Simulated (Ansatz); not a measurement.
`C[C@H]1N[Si@H]1C` and `C[C@@H]1N[Si@@H]1F` differ in one atom or group (the configuration at a centre changes too).

Ansatz, PBE0-D4/def2-TZVP geometries, multiplicity 1. 

```json
{"property": "HOMO energy (PBE0/def2-TZVPP) / eV", "`C[C@H]1N[Si@H]1C`": "-6.48"}
{"property": "size of the dipole moment (B3LYP/def2-TZVPP) / D", "`C[C@H]1N[Si@H]1C`": "1.01"}
{"property": "size of the dipole moment (PBE/def2-TZVPP) / D", "`C[C@H]1N[Si@H]1C`": "0.82"}
{"property": "HOMO–LUMO gap (PBE/def2-TZVPP) / eV", "`C[C@H]1N[Si@H]1C`": "4.93"}
{"property": "HOMO–LUMO gap (PBE0/def2-TZVPP) / eV", "`C[C@H]1N[Si@H]1C`": "6.99"}
{"property": "HOMO energy (PBE/def2-TZVPP) / eV", "`C[C@H]1N[Si@H]1C`": "-5.26"}
```

Question: Give the same properties after the change, and the shifts. (Estimate.)

Answer: Computed: 
```json
{"property": "HOMO energy (PBE0/def2-TZVPP) / eV", "`C[C@@H]1N[Si@@H]1F`": "-7.10", "shift": "-0.62"}
{"property": "size of the dipole moment (B3LYP/def2-TZVPP) / D", "`C[C@@H]1N[Si@@H]1F`": "2.05", "shift": "1.04"}
{"property": "size of the dipole moment (PBE/def2-TZVPP) / D", "`C[C@@H]1N[Si@@H]1F`": "1.96", "shift": "1.14"}
{"property": "HOMO–LUMO gap (PBE/def2-TZVPP) / eV", "`C[C@@H]1N[Si@@H]1F`": "5.44", "shift": "0.51"}
{"property": "HOMO–LUMO gap (PBE0/def2-TZVPP) / eV", "`C[C@@H]1N[Si@@H]1F`": "7.57", "shift": "0.58"}
{"property": "HOMO energy (PBE/def2-TZVPP) / eV", "`C[C@@H]1N[Si@@H]1F`": "-5.81", "shift": "-0.55"}
```

Dipoles are sizes alone; their direction can turn.

B3LYP here is the variant with VWN-RPA as its local correlation; programs differ in this.
